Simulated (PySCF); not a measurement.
# Dipole response of Ba (barium, neutral)

[Xe] 6s2, closed-shell 1S. Computed with PySCF 2.14 in aug-cc-pwCVTZ-X2C with one added diffuse shell each of s, p, d, f type (12s11p9d5f, 125 functions), with the spin-free X2C one-electron Hamiltonian (Gaussian nucleus). Coupled (time-dependent) response in atomic units; α is the mean over directions.

| method | mean α (bohr³) | C₆ (like pair) | S(−4) |
| --- | --- | --- | --- |
| M06 | 175.3 | 2671 | 16370 |

S(−4) is the Cauchy moment in α(ω) = α(0) + S(−4) ω² + …

Reference α: 272 ± 10 bohr³ (recommended; Schwerdtfeger and Nagle, table of static dipole polarizabilities (2023 update)). Published C₆: 5540 (Gould and Bucko (2016)).

α(iu) at M06:

```csv
u (hartree),α(iu) (bohr³)
0,175.3
0.0500,143.0
0.100,95.07
0.200,45.94
0.300,28.10
0.500,15.34
0.750,9.470
1.00,6.558
1.50,3.725
2.00,2.433
3.00,1.321
5.00,0.6114
```

Spin-orbit coupling, which splits the p, d and f shells strongly at this Z, is absent.
